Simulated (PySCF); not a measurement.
Compound: C6H8NO2 (charge -1).
SMILES: `C/N=C\C1(C(=O)[O-])CC1`

The closed-shell SCF was solved with PySCF and density fitting under several settings on one GFN2-xTB geometry (grid level 2 and gas phase unless stated).

| settings | basis functions | SCF cycles | E (Eh) | HOMO (eV) | LUMO (eV) |
| --- | --- | --- | --- | --- | --- |
| PBE0/pcSseg-1 | 193 | 15 | -438.1158 | -1.64 | 3.81 |
| revPBE/pcSseg-1, level shift 0.2 Eh | 193 | 15 | -438.4944 | -0.05 | 3.00 |
| CAM-B3LYP/pcSseg-1 | 193 | 14 | -438.4153 | -2.99 | 4.93 |
| PBE0/def2-SVPD, IEF-PCM chloroform, grid level 4 | 250 | 14 | -437.9504 | -5.47 | 0.55 |
| OPBE/pcSseg-1 | 193 | 19 | -438.4164 | -0.07 | 3.06 |

**Question.** Estimate the rows for these settings: (1) PBE0/6-311G**, IEF-PCM chloroform; (2) PBE0/pcSseg-1, energy threshold 1e-11 Eh; (3) X3LYP/MINI, IEF-PCM acetonitrile.

**Answer.** 
```csv
settings,basis functions,SCF cycles,E (Eh),HOMO (eV),LUMO (eV)
"PBE0/6-311G**, IEF-PCM chloroform",210,14,-438.3398,-5.02,0.89
"PBE0/pcSseg-1, energy threshold 1e-11 Eh",193,14,-438.1158,-1.64,3.81
"X3LYP/MINI, IEF-PCM acetonitrile",53,13,-435.0958,-5.42,-0.79
```

**Question.** Over all rows, what range does the HOMO–LUMO gap span?

**Answer.** From 3.05 eV (revPBE/pcSseg-1, level shift 0.2 Eh) to 7.92 eV (CAM-B3LYP/pcSseg-1). The functional of the narrowest has no exact exchange, that of the widest range-separated exact exchange.

**Question.** Compare two rows with the functional PBE0: PBE0/6-311G**, IEF-PCM chloroform and PBE0/def2-SVPD, IEF-PCM chloroform, grid level 4. Which energy is lower, and by how much?

**Answer.** PBE0/6-311G**, IEF-PCM chloroform (210 functions) lies 0.3894 Eh or 244 kcal/mol below PBE0/def2-SVPD, IEF-PCM chloroform, grid level 4 (250 functions). The smaller set gives the lower energy; the two sets aren't nested, so the variational bound doesn't order them by size.

Cycle counts include a coarse-grid stage where the run had one. All basis functions are spherical, in the Pople sets too. The structure is a single GFN2-xTB conformer; no vibrational corrections.

Conformer computed: `[CH3:1]/[N:2]=[CH:3]\[C:4]1([C:5](=[O:6])[O-:7])[CH2:8][CH2:9]1`: N2–C3–C4–C5 -80°, C3–C4–C5–O6 102°.
